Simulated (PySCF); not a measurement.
C3H12Ge2Si.
Bonds: Ge1–Ge2, Ge2–Si3, Si3–C4, C4–C5, C5–C6, C4–C6. Hydrogens: H7, H8, H9 on Ge1; H10, H11 on Ge2; H12, H13 on Si3; H14 on C4; H15, H16 on C5; H17, H18 on C6.

Computed with PySCF at CAM-B3LYP/def2-SVPD, non-relativistic, on one gas-phase PBE0-D3(BJ)/def2-SVP geometry that isn't relaxed in the solvent. The solvent is an IEF-PCM continuum (cavity from Bondi-type radii × 1.2), and excitations are vertical TDDFT with non-equilibrium linear response and a frozen core. Only the electrostatic response of the medium enters. Spin–orbit coupling is left out although an atom past zinc is present.

Gas-phase singlets (H = HOMO, L = LUMO):

| state | E (eV) | λ (nm) | f | leading configuration |
| --- | --- | --- | --- | --- |
| S1 | 6.802 | 182 | 0.168 | H→L+2 40% |
| S2 | 6.925 | 179 | 0.189 | H→L 40% |
| S3 | 6.962 | 178 | 0.142 | H→L+1 72% |
| S4 | 7.287 | 170 | 0.022 | H→L+3 47% |
| S5 | 7.460 | 166 | 0.147 | H-1→L 56% |

Problem. How does the list change in acetone (ε = 20.49)?

Solution. 
```tsv
state	E (eV)	λ (nm)	f	leading configuration	change by rank (eV)
S1	6.749	184	0.527	H→L 69%	-0.053
S2	6.888	180	0.165	H→L+2 46%	-0.037
S3	6.950	178	0.054	H→L+1 87%	-0.012
S4	7.266	171	0.052	H→L+3 40%	-0.021
S5	7.421	167	0.210	H-1→L 59%	-0.039
```

Problem. The ground-state energy changes by -0.048 eV from gas to acetone. By how much does the total energy of gas-phase S5 change?

Solution. E(S5) = E(S0) + excitation energy, so it changes by -0.048 − 0.039 = -0.087 eV: it is lowered more than the ground state, which is what a red shift means. This is the vertical state, with the slow part of the continuum still set for S0.

Problem. How do the frontier levels move from gas to acetone?

Solution. 
```json
{"orbital": "LUMO+2", "gas (eV)": "1.09", "solvent (eV)": "1.22", "change (eV)": "+0.13", "Löwdin shares, gas": "Si3 23 %, Ge2 17 %, Ge1 9 %, H11 8 %", "Löwdin shares, solvent": "Si3 24 %, Ge2 18 %, Ge1 10 %, H11 8 %"}
{"orbital": "LUMO+1", "gas (eV)": "0.87", "solvent (eV)": "1.00", "change (eV)": "+0.13", "Löwdin shares, gas": "Ge2 25 %, Ge1 24 %, H10 9 %, Si3 8 %", "Löwdin shares, solvent": "Ge2 25 %, Ge1 24 %, H10 9 %, Si3 8 %"}
{"orbital": "LUMO", "gas (eV)": "0.67", "solvent (eV)": "0.77", "change (eV)": "+0.10", "Löwdin shares, gas": "Ge1 30 %, Ge2 16 %, Si3 11 %, H9 10 %", "Löwdin shares, solvent": "Ge1 31 %, Ge2 16 %, H9 10 %, Si3 10 %"}
{"orbital": "HOMO", "gas (eV)": "-8.87", "solvent (eV)": "-8.75", "change (eV)": "+0.12", "Löwdin shares, gas": "Ge2 32 %, Ge1 22 %, Si3 20 %, H9 6 %", "Löwdin shares, solvent": "Ge2 32 %, Ge1 22 %, Si3 20 %, H9 6 %"}
{"orbital": "HOMO-1", "gas (eV)": "-9.58", "solvent (eV)": "-9.46", "change (eV)": "+0.12", "Löwdin shares, gas": "Ge2 29 %, Si3 14 %, Ge1 13 %, H11 9 %", "Löwdin shares, solvent": "Ge2 28 %, Si3 13 %, Ge1 12 %, C4 9 %"}
{"orbital": "HOMO-2", "gas (eV)": "-9.79", "solvent (eV)": "-9.61", "change (eV)": "+0.18", "Löwdin shares, gas": "C5 28 %, C4 22 %, C6 18 %, Si3 13 %", "Löwdin shares, solvent": "C5 29 %, C4 21 %, C6 18 %, Si3 13 %"}
{"orbital": "HOMO-3", "gas (eV)": "-9.91", "solvent (eV)": "-9.74", "change (eV)": "+0.17", "Löwdin shares, gas": "C4 28 %, C6 22 %, C5 11 %, Si3 8 %", "Löwdin shares, solvent": "C4 28 %, C6 22 %, C5 11 %, Si3 8 %"}
```

The HOMO–LUMO gap goes from 9.55 to 9.52 eV.

Conformer computed: `[GeH3:1][GeH2:2][SiH2:3][CH:4]1[CH2:5][CH2:6]1`: Ge1–Ge2–Si3–C4 76°, Ge2–Si3–C4–C5 39°.
